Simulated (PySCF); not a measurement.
# Computed records: CH₅AlGeO, CH₅B₂Ge, CH₃BClGe, B₂GeH₆N and others

All values are calculated (PySCF 2.14.0). Calculation on a computer-drawn molecule: optimised geometry and harmonic frequencies of an isolated molecule of the commonest isotopes, restricted reference for singlets and unrestricted otherwise, frozen core in MP2; on germanium a core potential holds 10 electrons, which the energies leave out, and 3d is frozen in MP2 and coupled-cluster steps.

Common to all runs: multiplicity 1; basis and core potential on germanium cc-pVDZ-PP ECP10MDF.

(1) CH₅AlGeO

Start structure:
```xyz
9
CH5AlGeO
Al    -0.3861     0.3345     3.2052
O     -0.9146    -0.6496     2.0851
C     -1.4684    -1.5567     1.0431
Ge    -2.3190    -0.4699    -0.3793
H     -2.1337    -2.2117     1.4633
H     -0.6198    -2.0580     0.6199
H     -1.3639     0.5395    -0.9911
H     -3.4408     0.3072     0.2655
H     -2.8558    -1.3379    -1.4204
```

It was run with charge 0, method HF and basis cc-pV(D+d)Z.

Results for CH₅AlGeO: rotational constants 14.22, 1.249, 1.173 GHz; total energy -650.9612 hartree; convergence status largest gradient component 2.858e-05 hartree/bohr.

Drawn bonds:
```
atom  other atom  order
   1           2      1
   2           3      1
   3           4      1
   3           5      1
   3           6      1
   4           7      1
   4           8      1
   4           9      1
```

Optimised structure:
```xyz
9
CH5AlGeO
Al    -0.3331     0.2986     3.2884
O     -0.9469    -0.6401     2.0411
C     -1.4304    -1.4933     1.0517
Ge    -2.3333    -0.4569    -0.3671
H     -2.1345    -2.2109     1.4815
H     -0.6101    -2.0692     0.6148
H     -1.3408     0.5295    -0.9947
H     -3.5019     0.3316     0.2367
H     -2.8712    -1.3920    -1.4612
```

Modes:
```
frequency (cm⁻¹)  reduced mass (dalton)
            70.9                  9.983
           87.95                  1.962
           163.9                  1.632
           236.9                  7.641
           502.7                  1.709
             510                  1.033
           681.4                  4.427
           724.9                  2.344
           896.2                   1.36
           910.4                  1.045
           962.5                  1.029
           966.5                  1.023
            1295                  11.82
            1347                  1.093
            1407                  1.267
            1587                  1.073
            2202                  1.023
            2210                  1.023
            2226                  1.013
            3171                  1.056
            3220                  1.109
```

(2) CH₅B₂Ge

Start structure:
```xyz
9
CH5B2Ge
B      1.1402    -0.0315    -1.8064
C      0.8042    -0.0675    -0.3928
B     -0.3822     0.2266     0.3694
Ge    -1.9977     0.6376     1.3773
H      1.3365    -0.0274    -2.8965
H      1.7215    -0.3004     0.1718
H     -2.7086    -0.5857     1.7060
H     -2.9174     1.5157     0.5600
H     -1.6291     1.3930     2.5803
```

It was run with charge 1, method HF and basis cc-pVDZ.

It finds rotational constants 27.84, 1.539, 1.486 GHz; total energy -383.2046 hartree; convergence status largest gradient component 1.662e-05 hartree/bohr.

Drawn bonds:
```
atom  other atom  order
   1           2      1
   2           3      2
   3           4      1
   1           5      1
   2           6      1
   4           7      1
   4           8      1
   4           9      1
```

Optimised structure:
```xyz
9
CH5B2Ge
B      1.0887     0.0796    -1.7383
C      0.8908    -0.1792    -0.3619
B     -0.3041     0.1716     0.3509
Ge    -2.0657     0.6917     1.3902
H      1.2409     0.2994    -2.8795
H      1.6948    -0.6755     0.1903
H     -2.6248    -0.6204     1.9082
H     -2.9355     1.3456     0.3290
H     -1.6177     1.6476     2.4802
```

Modes:
```
frequency (cm⁻¹)  reduced mass (dalton)
           27.88                  1.251
           111.2                  3.287
           223.6                  2.234
           310.7                   2.88
           385.8                  3.775
           484.8                  1.409
           597.2                  1.319
             617                  1.407
           808.6                  1.425
             819                  1.356
           873.7                  1.038
           944.9                  1.022
           948.5                  1.028
            1025                  1.264
            1261                  6.397
            1617                  8.421
            2287                  1.019
            2299                  1.015
            2301                  1.025
            2980                  1.126
            3244                  1.086
```

(3) CH₃BClGe

Start structure:
```xyz
7
CH3BClGe
B      1.1985    -1.1025    -0.7483
C      1.8131    -2.1333    -0.0133
Ge     1.6313    -4.0312    -0.0378
Cl     2.7360    -5.2607     1.2374
H      0.7661    -0.2779    -1.2909
H      2.5540    -1.8682     0.7598
H      0.6859    -4.7081    -1.0770
```

Here we set charge 1, method HF and basis cc-pV(D+d)Z.

Results for CH₃BClGe: rotational constants 16.28, 2.008, 1.788 GHz; total energy -816.9081 hartree; convergence status largest gradient component 1.587e-05 hartree/bohr.

Drawn bonds:
```
atom  other atom  order
   1           2      1
   2           3      2
   3           4      1
   1           5      1
   2           6      1
   3           7      1
```

Optimised structure:
```xyz
7
CH3BClGe
B      1.2349    -1.1972    -0.7123
C      1.9027    -2.1450     0.0887
Ge     1.6221    -3.9351    -0.0852
Cl     2.6575    -5.2453     1.1454
H      0.6650    -0.4310    -1.3928
H      2.6160    -1.8254     0.8455
H      0.6866    -4.6029    -1.0594
```

Modes:
```
frequency (cm⁻¹)  reduced mass (dalton)
           115.6                  3.018
           127.9                  5.127
           254.3                  3.611
           506.6                  26.84
           531.9                  1.295
           635.8                   1.12
           702.5                  3.201
           761.1                  1.079
           810.2                   1.31
           886.7                   1.59
            1087                  1.229
            1491                  5.969
            2360                  1.021
            2976                  1.127
            3312                  1.088
```

(4) CH₃BClGe

Start structure:
```xyz
7
CH3BClGe
B      1.2349    -1.1972    -0.7123
C      1.9027    -2.1450     0.0887
Ge     1.6221    -3.9351    -0.0852
Cl     2.6575    -5.2453     1.1454
H      0.6650    -0.4310    -1.3928
H      2.6160    -1.8254     0.8455
H      0.6866    -4.6029    -1.0594
```

It was run with charge 1, method MP2 and basis cc-pV(D+d)Z.

It finds rotational constants 16.35, 2.002, 1.784 GHz; total energy -817.3179 hartree; convergence status largest gradient component 1.586e-05 hartree/bohr.

Drawn bonds:
```
atom  other atom  order
   1           2      1
   2           3      2
   3           4      1
   1           5      1
   2           6      1
   3           7      1
```

Optimised structure:
```xyz
7
CH3BClGe
B      1.2325    -1.2109    -0.7140
C      1.9330    -2.1219     0.1203
Ge     1.6261    -3.9233    -0.0817
Cl     2.6452    -5.2691     1.1335
H      0.6221    -0.4986    -1.4349
H      2.6564    -1.8130     0.8890
H      0.6695    -4.5452    -1.0823
```

Modes:
```
frequency (cm⁻¹)  reduced mass (dalton)
           105.5                  3.195
           116.8                   4.56
           215.4                  3.903
           475.4                  1.326
           499.4                  26.61
           594.3                  1.109
           681.3                  2.988
           710.3                  1.096
           741.9                  1.274
           834.9                   1.48
           986.8                   1.31
            1436                  6.183
            2281                  1.022
            2885                  1.127
            3209                  1.091
```

(5) B₂GeH₆N

Start structure:
```xyz
10
B2GeH6N
B      0.6719    -0.2290     1.1814
N      0.8632     0.3163     0.0273
Ge    -0.6837     0.8270    -1.2240
B     -0.6594     2.8430    -1.4623
H      0.3856    -0.7099     2.1685
H      1.6635     0.6684    -0.4480
H     -0.2143    -0.0851    -2.3770
H     -1.8130     0.0922    -0.6355
H      0.0611     3.4810    -0.8261
H     -1.5534     3.4057    -2.1416
```

It was run with charge 1, method HF and basis cc-pVDZ.

It finds rotational constants 10.43, 2.867, 2.429 GHz; total energy -400.4399 hartree; convergence status largest gradient component 4.946e-06 hartree/bohr.

Drawn bonds:
```
atom  other atom  order
   1           2      1
   2           3      1
   3           4      1
   1           5      1
   2           6      1
   3           7      1
   3           8      1
   4           9      1
   4          10      1
```

Optimised structure:
```xyz
10
B2GeH6N
B      0.6695    -0.3214     1.1431
N      0.7919     0.4070     0.0813
Ge    -0.6957     0.8087    -1.2483
B     -0.6967     2.8734    -1.5262
H      0.5007    -0.9867     2.0910
H      1.6870     0.8160    -0.1506
H     -0.2590    -0.0658    -2.4118
H     -1.8635     0.1962    -0.4876
H      0.1427     3.5488    -1.0182
H     -1.5554     3.3334    -2.2101
```

Modes:
```
frequency (cm⁻¹)  reduced mass (dalton)
           71.43                  2.361
           142.6                  2.555
           160.4                  1.096
           204.2                  2.725
           401.2                  1.262
           423.5                  3.326
           499.1                  1.286
           561.2                  4.498
           666.2                  1.188
           697.5                  1.108
           825.3                  1.216
           827.1                  1.354
           871.1                  1.222
           937.8                  1.027
           967.7                  1.332
            1093                  1.172
            1239                  1.126
            1665                  5.393
            2277                   1.02
            2292                  1.021
            2736                  1.047
            2853                  1.132
            3002                  1.153
            3731                  1.077
```

(6) AlBGeH₅O

Start structure:
```xyz
9
AlBGeH5O
B     -0.4362    -3.8990    -1.7499
O     -0.4350    -2.9508    -1.0476
Al    -0.2888    -1.4391     0.1193
Ge    -2.4701    -0.3043     0.5138
H     -0.5016    -4.7297    -2.4945
H      1.2153    -1.6827     0.2958
H     -3.4897    -1.3547     0.4523
H     -2.7859     0.6461    -0.6553
H     -2.4842     0.4392     1.7294
```

Here we set charge 1, method HF and basis cc-pV(D+d)Z.

Results for AlBGeH₅O: rotational constants 9.274, 1.285, 1.145 GHz; total energy -637.5996 hartree; convergence status largest gradient component 4.637e-05 hartree/bohr.

Drawn bonds:
```
atom  other atom  order
   1           2      1
   2           3      1
   3           4      1
   1           5      1
   3           6      1
   4           7      1
   4           8      1
   4           9      1
```

Optimised structure:
```xyz
9
AlBGeH5O
B     -0.4575    -3.8192    -1.9379
O     -0.4473    -2.9292    -1.1160
Al    -0.3199    -1.5579     0.2015
Ge    -2.4778    -0.3253     0.4801
H     -0.4707    -4.6776    -2.7319
H      1.1523    -1.6554     0.6986
H     -3.5365    -1.3441     0.8935
H     -2.8318     0.2900    -0.8710
H     -2.2871     0.7436     1.5465
```

Modes:
```
frequency (cm⁻¹)  reduced mass (dalton)
           21.89                  1.083
           72.24                  4.479
           154.1                  3.352
             174                  4.759
           313.8                  6.601
           356.1                  1.088
           438.4                  7.406
           487.7                  1.232
           528.6                  1.194
           676.2                  1.106
           851.3                  1.389
           855.8                  1.391
             864                  1.038
           954.2                  1.019
           956.4                  1.019
            1852                  5.088
            2094                  1.045
            2248                  1.024
            2251                  1.016
            2272                   1.02
            3021                  1.189
```
